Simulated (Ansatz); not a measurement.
Ansatz (a quantum-chemistry and plane-wave program) input for 1-ethyl-4-methoxybenzene (C9H12O), SMILES c1c(ccc(c1)CC)OC, PBE0/def2-SVPD. Geometry optimised at B3LYP-D3(BJ)/def2-SVP. Other conformers were not sampled.

Ansatz 0.2 input:
```yaml
crystal:
  periodic: [false, false, false]
  atoms:
    - {symbol: C, position_ang: [-3.49972290, -0.33938797, -1.15513488]}
    - {symbol: C, position_ang: [-2.85389313, -0.57941278, 0.21631598]}
    - {symbol: C, position_ang: [-1.38034943, -0.24565526, 0.23742355]}
    - {symbol: C, position_ang: [-0.93787895, 1.06865030, 0.46995940]}
    - {symbol: C, position_ang: [0.41301590, 1.39615900, 0.44240519]}
    - {symbol: C, position_ang: [1.37489312, 0.40752866, 0.17634036]}
    - {symbol: O, position_ang: [2.67093953, 0.81585406, 0.17127788]}
    - {symbol: C, position_ang: [3.67990865, -0.13041447, -0.08659465]}
    - {symbol: C, position_ang: [0.95569098, -0.90905436, -0.05799429]}
    - {symbol: C, position_ang: [-0.40947488, -1.21694991, -0.02569370]}
    - {symbol: H, position_ang: [-3.01604352, -0.95558294, -1.92983924]}
    - {symbol: H, position_ang: [-3.39517699, 0.71415534, -1.46019423]}
    - {symbol: H, position_ang: [-4.57376829, -0.58607208, -1.14221217]}
    - {symbol: H, position_ang: [-3.37791340, 0.02465154, 0.97634822]}
    - {symbol: H, position_ang: [-2.99529329, -1.63366025, 0.50749205]}
    - {symbol: H, position_ang: [-1.67170027, 1.85181803, 0.68191892]}
    - {symbol: H, position_ang: [0.75656601, 2.41556716, 0.62811918]}
    - {symbol: H, position_ang: [3.68999337, -0.93801396, 0.66811398]}
    - {symbol: H, position_ang: [4.63599608, 0.40827849, -0.04348837]}
    - {symbol: H, position_ang: [3.57107890, -0.58644443, -1.08764694]}
    - {symbol: H, position_ang: [1.67622709, -1.70061239, -0.26255642]}
    - {symbol: H, position_ang: [-0.72061784, -2.24969600, -0.20843979]}
basis:
  gaussian:
    orbitals: def2-SVPD
hamiltonian:
  xc: {name: PBE0}
```

It prints:

```
WARN ansatz: RAYON_NUM_THREADS=2 ignored (pool sized by the plan → 2); use --threads N
Functional definition: PBE0
integrals: 0.39 GiB planned
2474 factors; their error is unknown
mean field: 3.20 GiB planned
mean field evaluation 1: about -11543.9525 eV, gradient 6.5e1 eV
mean field evaluation 2: about -11542.3823 eV, gradient 6.9e1 eV
mean field evaluation 4: about -11554.3594 eV, gradient 5.3e0 eV
mean field evaluation 8: about -11554.3371 eV, gradient 4.9e-1 eV
mean field evaluation 16: about -11554.3377 eV, gradient 7.7e-5 eV
mean field -11554.33765768 eV, -424.6140771083 hartree, gradient 7.7e-5 eV, S^2 0.000000; 0 other end points of the search recorded, 0 dependent functions left out
reference -11554.33770399 eV, -424.6140788102 hartree; 37, 37 occupied and 262, 262 virtual orbitals, 2474 factors
Total energy: -11554.33770399 eV, -424.6140788102 hartree
```

The calculation finished and met its thresholds.
